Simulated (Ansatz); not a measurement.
As4⁺, relaxed as a doublet with UKS PBE-D4/def2-SVP in Ansatz, starting from the GFN2-xTB geometry. Force threshold 0.02 eV/Å.

Another isomer (doublet) lies 0.75 eV lower at PBE0-D4/def2-TZVP; other spin states weren't run for this one.

Start:

```xyz
4

As    1.469   -0.901   -0.513
As   -0.877   -1.023   -0.344
As   -1.079    0.685    1.263
As    0.487    1.239   -0.406
```

```
step   energy (eV)  largest force component (eV/Å)  SCF passes
   1  -243293.3771                           1.079          18
   2  -243293.4516                           0.155          22
   3  -243293.4565                           0.037          23
   4  -243293.4567                           0.003          18
```

Force components are those of the run's own axes.

End:

Cartesian coordinates in Å:
```
As 1.4856 -0.9098 -0.4922
As -0.9130 -1.0559 -0.3669
As -1.0711 0.6816 1.2902
As 0.4985 1.2840 -0.4311
```

By distances, no bond broke or formed. The bond that changes most is As2–As4, from 2.64 to 2.73 Å (atoms count from 1).

No frequencies were taken in this run, so the end may be a saddle point.

It took 6.5 s on 4 threads of Arm Neoverse V1 on a shared host.
